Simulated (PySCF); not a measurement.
ZnI, SMILES [Zn][I] (connectivity only; charge and spin as stated), neutral, multiplicity 2. The structure is a stationary point at PBE-D3(BJ)/def2-TZVP. The multiplicity is an assumed one; other spin states were not compared. The def2 effective core potentials stand for the cores of I; spin–orbit coupling is left out.

These are PBE-D3(BJ)/def2-TZVP in PySCF 2.14.0 values and carry that method's errors.

Harmonic wavenumbers (cm⁻¹): 204. Rotational constants (GHz): 1.826 (linear); symmetry number 1.

**Question.** Work out the zero-point energy and the ideal-gas rigid-rotor harmonic-oscillator thermochemistry at 298.15 K and 1 atm.

**Answer.** ZPE = ½ Σ hcν = ½ × 204 cm⁻¹ = 1.22 kJ/mol. H − E(el) = 11.35 kJ/mol. Entropy in J/(mol K): translation 174.33, rotation 75.93, vibration 8.78, spin 5.76, total 264.81. G − E(el) = -67.60 kJ/mol. Cp = 36.78 J/(mol K).
